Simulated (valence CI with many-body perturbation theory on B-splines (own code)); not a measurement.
## La⁴⁹⁺: calculated level list

Level of theory: valence CI with perturbative core correlation (CI+MBPT): six valence electrons over a frozen Dirac-Fock core [He], a basis of 9 s, 9 p, 8 d, 6 f, 3 g, 1 h functions for each j, with the one-electron correlation potential Σ1 (screened to all orders), the two-electron term Σ2, the three-electron term Σ3, Breit, model QED; selected single and double excitations, second order for the rest, scaled by the run's own slope (own B-spline code, finite nucleus).

No measured spectrum was set against this ion. As an estimate, large intervals hold to a few tenths of a per cent, small ones and those within an open d or f shell to about a per cent. Among the levels kept, up to 2300 cm⁻¹ of a level comes from second order outside the variational space, and about a tenth of that is noise between levels of different J, which matters for small intervals.

Levels 46 to 70 of 70, with energies above the lowest level, (2s^2 2p1/2^2 2p3/2^2) J=2. "Leading %" is the weight of the configuration and term that name the level; weights of strongly mixed levels are sums over their largest components and can fall short, so below about 35 % the name and the second component can differ from the true leading terms, or belong to a minority configuration. In the jj column 3d3/2^4 stands for four electrons in 3d with j = 3/2.

| No. | Configuration | Term | J | E (eV) | Leading % | Leading jj | Second component |
| --- | --- | --- | --- | --- | --- | --- | --- |
| 46 | 2s2p⁴3s | ⁵P | 3 | 5661.7 | 59 | 2s 2p1/2^2 2p3/2^2 3s (78 %) | 20 % 2s2p⁴3s ³D |
| 47 | 2s²2p³3p | ¹D | 2 | 5667.3 | 33 | 2s^2 2p1/2 2p3/2^2 3p3/2 (64 %) | 20 % 2s2p⁴3s ³P |
| 48 | 2s²2p³3p | ³P | 1 | 5679.4 | 44 | 2s^2 2p1/2 2p3/2^2 3p3/2 (92 %) | 25 % 2s²2p³3p ³S |
| 49 | 2s2p⁴3s | ³P | 2 | 5679.8 | 30 | 2s^2 2p1/2 2p3/2^2 3p3/2 (52 %) | 21 % 2s²2p³3p ³D |
| 50 | 2s²2p³3p | ¹D | 2 | 5688.3 | 32 | 2s^2 2p1/2 2p3/2^2 3p3/2 (84 %) | 28 % 2s²2p³3p ³D |
| 51 | 2s²2p³3d | ⁵D° | 1 | 5712.9 | 44 | 2s^2 2p1/2 2p3/2^2 3d3/2 (98 %) | 41 % 2s²2p³3d ³D° |
| 52 | 2s²2p³3d | ³F° | 2 | 5714.4 | 38 | 2s^2 2p1/2 2p3/2^2 3d3/2 (97 %) | 38 % 2s²2p³3d ⁵D° |
| 53 | 2s²2p³3d | ⁵D° | 0 | 5715.0 | 53 | 2s^2 2p1/2 2p3/2^2 3d3/2 (97 %) | 28 % 2s²2p³3d ¹S° |
| 54 | 2s²2p³3d | ³G° | 3 | 5719.6 | 37 | 2s^2 2p1/2 2p3/2^2 3d3/2 (93 %) | 23 % 2s²2p³3d ⁵D° |
| 55 | 2s²2p³3d | ³G° | 4 | 5734.7 | 56 | 2s^2 2p1/2 2p3/2^2 3d3/2 (98 %) | 31 % 2s²2p³3d ¹G° |
| 56 | 2s2p⁴3s | ³S | 1 | 5735.4 | 53 | 2s 2p1/2^2 2p3/2^2 3s (92 %) | 28 % 2s2p⁴3s ⁵P |
| 57 | 2s²2p³3d | ³F° | 3 | 5736.7 | 26 | 2s 2p1/2^2 2p3/2^2 3p1/2 (51 %) | 17 % 2s2p⁴3p ³D° |
| 58 | 2s2p⁴3p | ⁵P° | 2 | 5737.6 | 22 | 2s 2p1/2^2 2p3/2^2 3p1/2 (69 %) | 13 % 2s2p⁴3p ⁵S° |
| 59 | 2s2p⁴3s | ³P | 2 | 5741.5 | 50 | 2s 2p1/2^2 2p3/2^2 3s (97 %) | 18 % 2s2p⁴3s ¹D |
| 60 | 2s2p⁴3s | ³P | 1 | 5741.6 | 36 | 2s 2p1/2^2 2p3/2^2 3s (94 %) | 34 % 2s2p⁴3s ³D |
| 61 | 2s²2p³3d | ⁵D° | 4 | 5741.7 | 53 | 2s^2 2p1/2 2p3/2^2 3d5/2 (98 %) | 21 % 2s²2p³3d ¹G° |
| 62 | 2s²2p³3d | ³D° | 3 | 5743.3 | 54 | 2s^2 2p1/2 2p3/2^2 3d5/2 (98 %) | 25 % 2s²2p³3d ⁵D° |
| 63 | 2s²2p³3d | ³P° | 2 | 5748.4 | 25 | 2s^2 2p1/2 2p3/2^2 3d3/2 (61 %) | 14 % 2s²2p³3d ¹D° |
| 64 | 2s²2p³3d | ³D° | 1 | 5748.9 | 28 | 2s^2 2p1/2 2p3/2^2 3d3/2 (76 %) | 28 % 2s²2p³3d ³S° |
| 65 | 2s²2p³3d | ³F° | 3 | 5753.3 | 19 | 2s^2 2p1/2 2p3/2^2 3d3/2 (53 %) | 15 % 2s²2p³3d ³D° |
| 66 | 2s2p⁴3s | ¹S | 0 | 5754.8 | 61 | 2s 2p1/2^2 2p3/2^2 3s (99 %) | 38 % 2s2p⁴3s ³P |
| 67 | 2s²2p³3d | ³P° | 1 | 5760.9 | 53 | 2s^2 2p1/2 2p3/2^2 3d5/2 (76 %) | 33 % 2s²2p³3d ³D° |
| 68 | 2s²2p³3d | ³F° | 4 | 5762.8 | 74 | 2s^2 2p1/2 2p3/2^2 3d5/2 (99 %) | 25 % 2s²2p³3d ¹G° |
| 69 | 2s²2p³3d | ³G° | 5 | 5764.6 | 100 | 2s^2 2p1/2 2p3/2^2 3d5/2 (100 %) |  |
| 70 | 2s²2p³3d | ³F° | 2 | 5765.9 | 45 | 2s^2 2p1/2 2p3/2^2 3d3/2 (73 %) | 31 % 2s²2p³3d ³D° |
